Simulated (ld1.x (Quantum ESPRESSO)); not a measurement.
**Cl (Z = 17) ultrasoft: all-electron and pseudo phase curves**

ld1.x (Quantum ESPRESSO) 7.5 input, shortened:

```
&input
   title='Cl', zed=17., rel=0, dft='REVPBE', iswitch=3,
   config='[Ne] 3s1 3p6 3d-2'
 /
 &inputp
   pseudotype=3, tm=.true., lloc=-1, rcloc=1.15,
   nlcc=.true.
 /
6
3S  1  0   1.00   0.00  1.10  1.40  0.0
3S  1  0   0.00   2.75  1.10  1.40  0.0
3P  2  1   6.00   0.00  1.05  1.15  0.0
3P  2  1   0.00   4.05  1.05  1.15  0.0
3D  3  2  -2.00   0.20  1.05  1.15  0.0
3D  3  2  -2.00   2.00  1.05  1.15  0.0
 &test
   configts(1)='3s1 3p6'
 /
```

The phase is arctan(r·u′/u) with u = r·R(r), unwrapped; energies in Ry, scanned from -4 to 5 Ry. A pole is an energy at which the radial function vanishes at the test radius. The pseudo phase is shifted by a multiple of π to meet the all-electron one at the reference energy, and phase errors are pseudo minus all-electron; the curves can meet again beyond the range given. Levels narrower than the energy grid can be missing from the lists of poles.

**Question.** For each channel, where are the poles, and over which energies does the pseudopotential scatter like the atom?

**Answer.**

| channel | radius (bohr) | reference energy (Ry) | poles, all-electron | poles, pseudo | unbroken range about the reference energy with phases within 0.05 rad | phase error 1 Ry above the reference energy (rad) |
| --- | --- | --- | --- | --- | --- | --- |
| s | 1.55 | -1.55 | 2.80 | 2.80 | the whole range | -0.000 |
| p | 1.55 | -0.67 | 4.03 | 4.03 | the whole range | -0.001 |
| d | 1.55 | 0.20 | 4.87 | 4.87 | the whole range | +0.000 |

Phases in the p channel:

| E (Ry) | all-electron | pseudo |
| --- | --- | --- |
| -4.00 | 1.133 | 1.131 |
| -3.52 | 1.083 | 1.082 |
| -3.04 | 1.016 | 1.015 |
| -2.56 | 0.921 | 0.920 |
| -2.08 | 0.781 | 0.780 |
| -1.60 | 0.560 | 0.559 |
| -1.12 | 0.211 | 0.211 |
| -0.64 | -0.254 | -0.254 |
| -0.16 | -0.684 | -0.684 |
| 0.32 | -0.978 | -0.979 |
| 0.80 | -1.164 | -1.165 |
| 1.28 | -1.285 | -1.286 |
| 1.76 | -1.369 | -1.370 |
| 2.24 | -1.431 | -1.431 |
| 2.72 | -1.479 | -1.479 |
| 3.20 | -1.517 | -1.518 |
| 3.68 | -1.550 | -1.550 |
| 4.16 | -1.578 | -1.578 |
| 4.64 | -1.603 | -1.603 |
